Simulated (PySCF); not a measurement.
Ga(F)(Br)(OH) (BrFGaHO), SMILES [OH][Ga]([F])[Br].

Geometry: PBE0-D3(BJ)/def2-SVP. The structure was generated by enumeration; whether it is a known compound was not checked. One conformer was computed; it need not be the lowest.

Calculation: PySCF with r2SCAN/def2-TZVPD.

Symmetry labels are those of the subgroup Cs that the program uses (full group Cs).

### Question
List the valence orbital energies around the gap with their symmetry. (Estimate from the structure and the level; the computed values follow.)

### Answer

```json
[
 {"orbital": "HOMO−7", "symmetry": "A'", "energy (eV)": "-11.81"},
 {"orbital": "HOMO−6", "symmetry": "A'", "energy (eV)": "-10.33"},
 {"orbital": "HOMO−5", "symmetry": "A\"", "energy (eV)": "-10.06"},
 {"orbital": "HOMO−4", "symmetry": "A'", "energy (eV)": "-9.73"},
 {"orbital": "HOMO−3", "symmetry": "A'", "energy (eV)": "-9.00"},
 {"orbital": "HOMO−2", "symmetry": "A\"", "energy (eV)": "-8.64"},
 {"orbital": "HOMO−1", "symmetry": "A\"", "energy (eV)": "-8.17"},
 {"orbital": "HOMO", "symmetry": "A'", "energy (eV)": "-8.09"},
 {"orbital": "LUMO", "symmetry": "A'", "energy (eV)": "-2.48"},
 {"orbital": "LUMO+1", "symmetry": "A\"", "energy (eV)": "-1.33"},
 {"orbital": "LUMO+2", "symmetry": "A'", "energy (eV)": "0.31"},
 {"orbital": "LUMO+3", "symmetry": "A'", "energy (eV)": "0.80"}
]
```
